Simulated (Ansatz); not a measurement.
Ansatz results at the PBE0-D4/def2-TZVP geometry: HOMO energy (PBE/def2-TZVPP) -6.76 eV; HOMO–LUMO gap (PBE0/def2-TZVPP) 8.13 eV; LUMO energy (ωB97M-V/def2-TZVPP) 1.59 eV.

Each molecule was computed in one conformer, which needn't be the lowest.

Task: Which molecule gave them?
A. `C=C[SiH](Cl)/C=C\[SiH](Cl)Cl`
B. `F[SiH2]N[SiH3]`
C. `O[Si](O)(Cl)[SiH](F)Cl`
D. `C[SiH2]/C=C/[SiH3]`

Result: B. The others give `C=C[SiH](Cl)/C=C\[SiH](Cl)Cl`: -7.08, 6.50, 0.23; `O[Si](O)(Cl)[SiH](F)Cl`: -7.02, 7.63, 1.14; `C[SiH2]/C=C/[SiH3]`: -6.82, 7.02, 1.15.
